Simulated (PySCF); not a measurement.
Job file and geometry (Å, from GFN2-xTB) of an NMR shielding run on SMILES B(OB)/C=C/C(F)F, C3H6B2F2O, GIAO PBE0/pcSseg-1 NMR shielding, non-relativistic, gas phase in PySCF; density fitting, a coarse starting grid and PySCF grid level 2 are the driver's defaults:

```
$ OMP_NUM_THREADS=1 python probes_run.py task.json out

{"job": {"kind": "nmr", "xc": "PBE0", "basis": "pcSseg-1"}, "charge": 0, "multiplicity": 1}
B      3.378034     0.326368     0.190164
O      2.234988    -0.171760     0.539939
B      1.069099    -0.633545     0.877334
C     -0.227572    -0.015422     0.231560
C     -1.466960    -0.369906     0.552778
C     -2.706248     0.217354    -0.055576
F     -2.448964     1.306916    -0.817031
F     -3.572953     0.626177     0.911380
H      3.826439     1.232601     0.797547
H      3.959269    -0.137986    -0.725507
H      0.989330    -1.510302     1.662296
H     -0.108336     0.758450    -0.518661
H     -1.675716    -1.122259     1.299602
H     -3.251089    -0.507161    -0.687968
```

Task: Write the output of this run.

Result: 
```
coarse grid: 12408 points
cycle   1  E = -441.8522229875  dE =  1.090e+00  |g| = 8.736e-01  |ddm| = 3.182e+00
cycle   2  E = -441.6487537303  dE =  2.035e-01  |g| = 1.390e+00  |ddm| = 1.273e+00
cycle   3  E = -441.9815350448  dE = -3.328e-01  |g| = 1.413e-01  |ddm| = 8.708e-01
cycle   4  E = -441.9853752067  dE = -3.840e-03  |g| = 5.905e-02  |ddm| = 1.356e-01
cycle   5  E = -441.9860689885  dE = -6.938e-04  |g| = 1.279e-02  |ddm| = 4.271e-02
cycle   6  E = -441.9861015070  dE = -3.252e-05  |g| = 4.607e-03  |ddm| = 1.300e-02
cycle   7  E = -441.9861064819  dE = -4.975e-06  |g| = 1.274e-03  |ddm| = 4.020e-03
final grid: 122688 points
cycle   8  E = -442.0570267795  dE = -5.335e-05  |g| = 1.146e-02  |ddm| = 2.632e-02
cycle   9  E = -442.0569952433  dE =  3.154e-05  |g| = 1.799e-02  |ddm| = 1.560e-02
cycle  10  E = -442.0570516929  dE = -5.645e-05  |g| = 1.189e-03  |ddm| = 9.657e-03
cycle  11  E = -442.0570520329  dE = -3.400e-07  |g| = 4.104e-04  |ddm| = 1.363e-03
cycle  12  E = -442.0570520638  dE = -3.096e-08  |g| = 1.456e-04  |ddm| = 3.588e-04
cycle  13  E = -442.0570520678  dE = -3.989e-09  |g| = 5.647e-05  |ddm| = 1.308e-04
cycle  14  E = -442.0570520686  dE = -7.453e-10  |g| = 1.482e-05  |ddm| = 5.038e-05
converged SCF energy = -442.0570520686

GIAO shielding tensors (ppm)
atom      isotropic    diamagn.    paramagn.     s11        s22        s33       span
  0 B       59.940     194.714    -134.774     12.774     55.631    111.414     98.640
  1 O       18.126     388.494    -370.367   -117.737     59.487    112.629    230.365
  2 B       64.891     196.561    -131.670     33.791     58.408    102.473     68.682
  3 C       43.328     259.761    -216.433    -65.665     23.561    172.087    237.753
  4 C       28.562     258.291    -229.729    -92.218     39.371    138.532    230.750
  5 C       67.040     236.298    -169.257     47.195     66.322     87.604     40.409
  6 F      325.190     475.432    -150.242    225.961    351.974    397.635    171.673
  7 F      306.884     467.750    -160.866    195.960    338.187    386.505    190.546
  8 H       26.210      29.454      -3.244     25.865     26.223     26.541      0.676
  9 H       26.208      29.747      -3.539     25.891     26.249     26.485      0.594
 10 H       26.240      29.537      -3.297     24.706     25.621     28.392      3.686
 11 H       25.063      34.295      -9.231     20.546     24.324     30.320      9.774
 12 H       24.917      31.833      -6.916     22.277     24.703     27.772      5.495
 13 H       25.022      26.116      -1.094     22.391     24.233     28.442      6.052
```

Size and cost of the density-fitted run: 166 basis functions, 23 s wall time on 1 thread of an Arm Neoverse V1, shared host; peak memory 0.87 GiB.
